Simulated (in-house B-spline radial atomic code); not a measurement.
Results of a calculation; reference values are marked as such.
## H in an electron gas of r_s = 3: phase shifts, screening, friction and resistivity

A nucleus sits in a uniform electron gas with a rigid positive background. The Kohn-Sham equations are solved self-consistently in the spin-unpolarised LDA (PW92), non-relativistic, on B-splines with outgoing waves at the boundary and partial waves to l = 8. The model has no lattice, no bands and no magnetic solution. Atomic units; δ_l are the phase shifts at the Fermi level, counted so that each bound state adds π, and good to about 0.0005.

The density parameter is r_s = 3 bohr, near that of the valence electrons of Ag (1 per atom, density 10.5 g/cm³, mass 107.87 u, which gives r_s = 3.02).

```tsv
l	δ_l (rad)
0	1.3640
1	0.0545
2	0.0073
3	0.0008
4	0.0000
5	0.0000
6	-0.0001
7	0.0000
8	-0.0001
```

Bound levels below the band bottom (hartree): s -0.00693.

(1) Check the Friedel sum rule, and say where the screening charge sits.

(2) Find the transport cross section and the electronic stopping of a 0.1 keV H ion (mass 1.01 u).

(3) What residual resistivity would 1 atomic per cent of such centres give in Ag?

(4) On a substitutional site the background of one host ion, a sphere holding 1 charge, is taken out. The phase shifts for l = 0 to 4 become 0.9465, -0.2144, -0.0518, -0.0059, -0.0003. What follows?

## Answers

(1) k_F = (9π/4)^(1/3)/r_s = 0.63972. The rule is Z = (2/π) Σ (2l + 1) δ_l. The terms are s 0.868, p 0.104, d 0.023, f 0.004 and -0.002 beyond, in all 0.997 against Z = 1. Bound states hold 2 s, 0 p, 0 d electrons, so the scattering states carry -1.00 in all; where a term is smaller than its bound count, the bound level has drawn weight out of the band.

(2) σ_tr = (4π/k_F²) Σ (l + 1) sin²(δ_l − δ_(l+1)). The terms for l = 0 to 3 are 0.9333, 0.0045, 0.0001, 0.0000, all together 0.9378, so σ_tr = 30.707 × 0.9378 = 28.798 bohr². With n = 3/(4π r_s³) = 0.008842, the friction coefficient is Q = n k_F σ_tr = 0.1629. For v well below v_F = 0.640, dE/dx = Q v; with 24801 eV per u at v = 1, v = √(100/(24801 × 1.01)) = 0.0632, so dE/dx = 0.01029 hartree/bohr = 5.29 eV/nm. The largest term couples the s and p waves.

(3) Δρ = k_F n_i σ_tr/n in atomic units of 21.74 μΩ·cm. With one host atom per 1 electron, n_i/n = 0.01/1, so Δρ = 0.6397 × 0.01000 × 28.798 × 21.74 = 4.01 μΩ·cm. This is an atom added to the gas, as on an interstitial site.

(4) The Friedel sum is now 0.00, for Z − 1 = 0. The sum in σ_tr is 0.9000, so σ_tr = 27.64 bohr² and Δρ = 3.84 μΩ·cm per atomic per cent, 0.96 times the value above. A real host ion scatters too, so this model doesn't give zero even for the host's own atom.
